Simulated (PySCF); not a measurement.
## Two-photon absorption: SMILES C=C1C(Br)=C[C@@]1(C)F, C6H6BrF

Geometry:
```json
{"atom": "C1", "x (Å)": "-0.031", "y (Å)": "-1.403", "z (Å)": "-1.523"}
{"atom": "C2", "x (Å)": "0.345", "y (Å)": "-0.656", "z (Å)": "-0.505"}
{"atom": "C3", "x (Å)": "1.263", "y (Å)": "-0.779", "z (Å)": "0.626"}
{"atom": "Br4", "x (Å)": "2.298", "y (Å)": "-2.227", "z (Å)": "1.206"}
{"atom": "C5", "x (Å)": "1.062", "y (Å)": "0.465", "z (Å)": "1.087"}
{"atom": "C6", "x (Å)": "0.047", "y (Å)": "0.766", "z (Å)": "-0.005"}
{"atom": "C7", "x (Å)": "-1.375", "y (Å)": "1.062", "z (Å)": "0.425"}
{"atom": "F8", "x (Å)": "0.463", "y (Å)": "1.747", "z (Å)": "-0.887"}
{"atom": "H9", "x (Å)": "0.363", "y (Å)": "-2.396", "z (Å)": "-1.661"}
{"atom": "H10", "x (Å)": "-0.732", "y (Å)": "-1.042", "z (Å)": "-2.256"}
{"atom": "H11", "x (Å)": "1.452", "y (Å)": "1.054", "z (Å)": "1.893"}
{"atom": "H12", "x (Å)": "-2.017", "y (Å)": "1.094", "z (Å)": "-0.452"}
{"atom": "H13", "x (Å)": "-1.413", "y (Å)": "2.027", "z (Å)": "0.925"}
{"atom": "H14", "x (Å)": "-1.726", "y (Å)": "0.289", "z (Å)": "1.102"}
```

Computed, not measured: TDDFT PBE0/def2-SVPD excited states, vertical, gas phase in PySCF. Geometry: GFN2-xTB.

The calculation is non-relativistic, which matters for the atoms heavier than Zn.

Task: How strongly do the lowest singlets absorb one photon, and two photons of half the energy?

Result: δ for parallel linear polarisation; σ at the peak of a Lorentzian of half width 0.1 eV, single beam; Ω is circular over linear.
| state | E (eV) | f | photon λ (nm) | δ (au) | σ (GM) | Ω | main |
| --- | --- | --- | --- | --- | --- | --- | --- |
| S1 | 5.43 | 0.229 | 456 | 28.1 | 0.30 | 0.42 | HOMO→LUMO 0.93 |
| S2 | 5.79 | 0.001 | 428 | 4.42 | 0.05 | 1.31 | HOMO→LUMO+1 0.95 |
| S3 | 5.87 | 0.007 | 423 | 2.55 | 0.03 | 0.38 | HOMO−1→LUMO 0.89 |
| S4 | 6.12 | 0.032 | 405 | 117 | 1.61 | 1.38 | HOMO−2→LUMO 0.80, HOMO→LUMO+2 0.08 |
| S5 | 6.57 | 0.002 | 377 | 12.8 | 0.20 | 1.17 | HOMO−3→LUMO 0.95 |

Among these, the strongest one-photon state is S1, the strongest two-photon state S4, with a dipole change of 2.3 D (relaxed, norm of the difference vector).
